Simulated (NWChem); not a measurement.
System meant: C3H6N2; SMILES C(N)(N)=C=C

NWChem input:

```
start job
memory heap 200 mb stack 900 mb global 1100 mb
geometry units angstroms noautosym nocenter noautoz
  C      0.000000     0.000000     2.213953
  C      0.000000     0.000000     0.894345
  C      0.000000     0.000000    -0.441358
  N      0.024649    -1.168729    -1.232377
  N     -0.024649     1.168729    -1.232377
  H      0.920877    -0.170888     2.808238
  H     -0.920877     0.170888     2.808238
  H     -0.006006    -2.022513    -0.669732
  H     -0.735584    -1.169577    -1.924683
  H      0.006006     2.022513    -0.669732
  H      0.735584     1.169577    -1.924683
end
basis spherical
  * library def2-svp
end
dft
  xc m06-l
  iterations 150
end
property
  shielding 7 1 2 3 4 6 8 9
end
task dft property
```

End of the output:

```
 Vector   22  Occ=0.000000D+00  E= 5.955205D-02
              MO Center=  2.0D-09, -1.9D-09, -1.1D+00, r^2= 6.6D+00
   Bfn.  Coefficient  Atom+Function         Bfn.  Coefficient  Atom+Function
  ----- ------------  ---------------      ----- ------------  ---------------
    45      0.959523   4 N  s                59      0.959523   5 N  s
    82     -0.736963   8 H  s                92     -0.736963  10 H  s
    87     -0.577861   9 H  s                97     -0.577861  11 H  s
    17     -0.234296   2 C  s                37      0.228232   3 C  pz
    44      0.193983   4 N  s                58      0.193983   5 N  s

 center of mass
 --------------
 x =   0.00000000 y =  -0.00000000 z =  -0.05610527

 moments of inertia (a.u.)
 ------------------
         667.109814380654          -2.266181222357           0.000000000000
          -2.266181222357         501.060474920549          -0.000000000000
           0.000000000000          -0.000000000000         186.168890182967

     Multipole analysis of the density
     ---------------------------------

     L   x y z        total         alpha         beta         nuclear
     -   - - -        -----         -----         ----         -------
     0   0 0 0     -0.000000    -19.000000    -19.000000     38.000000

     1   1 0 0     -0.000000     -0.000000     -0.000000      0.000000
     1   0 1 0      0.000000      0.000000      0.000000     -0.000000
     1   0 0 1     -0.362939      0.597090      0.597090     -1.557119

     2   2 0 0    -23.076448    -16.514100    -16.514100      9.951752
     2   1 1 0      2.105279     -0.780911     -0.780911      3.667101
     2   1 0 1      0.000000      0.000000      0.000000      0.000000
     2   0 2 0    -19.151535    -63.317301    -63.317301    107.483067
     2   0 1 1     -0.000000     -0.000000     -0.000000      0.000000
     2   0 0 2    -21.468586   -154.859345   -154.859345    288.250105

          -----------------------------------------
          Chemical Shielding Tensors (GIAO, in ppm)
          -----------------------------------------

 ------------------------------------------------------------------------
  xm06: d2 not coded                    0
 ------------------------------------------------------------------------
 ------------------------------------------------------------------------
  current input line :
    26: task dft property
 ------------------------------------------------------------------------
 ------------------------------------------------------------------------
 This error has not yet been assigned to a category
 ------------------------------------------------------------------------
 For more information see the NWChem manual at https://nwchemgit.github.io

0: xm06: d2 not coded:Received an Error in Communication
```

Q: Find the fault in this run and fix the input.

A: The run crashed. Cause: this functional's second derivatives, which shieldings need, aren't coded here; the fix takes a hybrid GGA instead. This input runs:
```
start job
memory heap 200 mb stack 900 mb global 1100 mb
geometry units angstroms noautosym nocenter noautoz
  C      0.000000     0.000000     2.213953
  C      0.000000     0.000000     0.894345
  C      0.000000     0.000000    -0.441358
  N      0.024649    -1.168729    -1.232377
  N     -0.024649     1.168729    -1.232377
  H      0.920877    -0.170888     2.808238
  H     -0.920877     0.170888     2.808238
  H     -0.006006    -2.022513    -0.669732
  H     -0.735584    -1.169577    -1.924683
  H      0.006006     2.022513    -0.669732
  H      0.735584     1.169577    -1.924683
end
basis spherical
  * library def2-svp
end
dft
  xc pbe0
  iterations 150
end
property
  shielding 7 1 2 3 4 6 8 9
end
task dft property
```
It converges to -226.93333 Ha (PBE0/def2-SVP, GIAO).
